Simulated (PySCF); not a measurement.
# V (vanadium, neutral) across methods

[Ar] 3d4 4s1, high-spin 6D determinant (an excited configuration). Computed with PySCF 2.14 in aug-cc-pwCVTZ (10s9p7d4f3g, 127 functions), with the non-relativistic Hamiltonian (point nucleus).

```tsv
method	E (hartree)	mean ε 3p β (eV)	mean ε 4s α (eV)	mean ε 3d α (eV)	Σ⟨r²⟩ (bohr²)	⟨S²⟩
PBE0	-943.721	-39.988	-4.685	-4.596	39.44	8.750
PBE	-943.696	-37.672	-4.213	-3.194	40.02	8.750
PW91	-943.975	-37.726	-4.265	-3.249	39.87	8.750
BLYP	-943.957	-37.567	-4.022	-2.976	40.14	8.750
r2SCAN	-943.898	-38.258	-4.422	-3.356	39.28	8.751
LDA	-941.779	-37.754	-4.376	-3.313	39.65	8.750
UHF	-942.88424	-46.021	-5.837	-8.788	39.92	8.751
M06-2X	-943.865	-42.546	-5.131	-6.093	39.11	8.750
```
